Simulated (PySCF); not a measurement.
**Molecular orbitals of CsBr**

PBE0 at R = 3.074 Å; Cs x2c-TZVPall, Br x2c-TZVPall; spin-free X2C with a Gaussian nucleus (PySCF 2.14). State: ¹Σ⁺ (singlet), closed shell. Only the outer orbitals are listed, counted within each symmetry.

| orbital | occ. | ε (eV) | on Cs (%) | main shells (%) |
| --- | --- | --- | --- | --- |
| 16σ | 2 | -29.08 | 100 | 100 Cs s |
| 17σ | 2 | -18.62 | 4 | 95 Br s |
| 9π | 2 | -15.00 | 100 | 100 Cs p |
| 9π | 2 | -15.00 | 100 | 100 Cs p |
| 18σ | 2 | -14.77 | 95 | 95 Cs p |
| 19σ | 2 | -5.85 | 8 | 92 Br p |
| 10π | 2 | -5.72 | 4 | 96 Br p |
| 10π | 2 | -5.72 | 4 | 96 Br p |
| 20σ | 0 | -1.17 | 99 | 84 Cs s, 14 Cs p |
| 11π | 0 | -0.07 | 100 | 76 Cs p, 24 Cs d |
| 11π | 0 | -0.07 | 100 | 76 Cs p, 24 Cs d |

Question: Which are the highest filled and the lowest empty level, where do they sit, and how wide is the gap?

Answer: Highest filled 10π at -5.72 eV (in %: 96 Br p); lowest empty 20σ at -1.17 eV (in %: 84 Cs s, 14 Cs p); the gap at PBE0 is 4.55 eV.

```json
{
 "bond order (Mayer)": "0.58",
 "⟨S²⟩": "0.000",
 "charge on Cs (Mulliken, basis-dependent)": "0.70",
 "charge on Cs (Löwdin, basis-dependent)": "0.41",
 "dipole moment (positive dipole means Cs(−)Br(+))": "-10.55 D",
 "polarisability along the bond": "75.2 bohr³",
 "polarisability across the bond": "43.4 bohr³"
}
```

Spin–orbit coupling is left out.
